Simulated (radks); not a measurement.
Task: Neutral molybdenum, [Kr] 4d5 5s1. Method: non-relativistic Kohn-Sham, PBE, spin-polarised, spherical densities, point nucleus; computed with a radial shooting solver on a logarithmic mesh with Libxc functionals. Every spin shell is full or empty, so the densities are truly spherical. Functionals are evaluated on that one density, not self-consistently. Rank these orbital-free kinetic functionals by their error against the exact value of the orbitals, and give that value: Thomas-Fermi, von Weizsacker, TF + vW, TF + vW/9, TF + vW/5, LC94, APBEK, revAPBEK, Perdew 92, Thakkar, Pearson, LKT, PG1, DePristo-Kress, Ernzerhof.

Result: Exact: 3975.27 hartree. From best to worst, with 100 (|E| - |E exact|)/|E exact| (equal figures are ties): DePristo-Kress -0.06, LC94 +0.08, APBEK +0.14, revAPBEK +0.34, Ernzerhof -0.37, Thakkar -0.50, Perdew 92 -0.67, TF + vW/9 -0.68, Pearson -0.97, TF + vW/5 +3.24, Thomas-Fermi -5.57, PG1 +16.19, LKT +20.54, TF + vW +38.47, von Weizsacker -55.96.
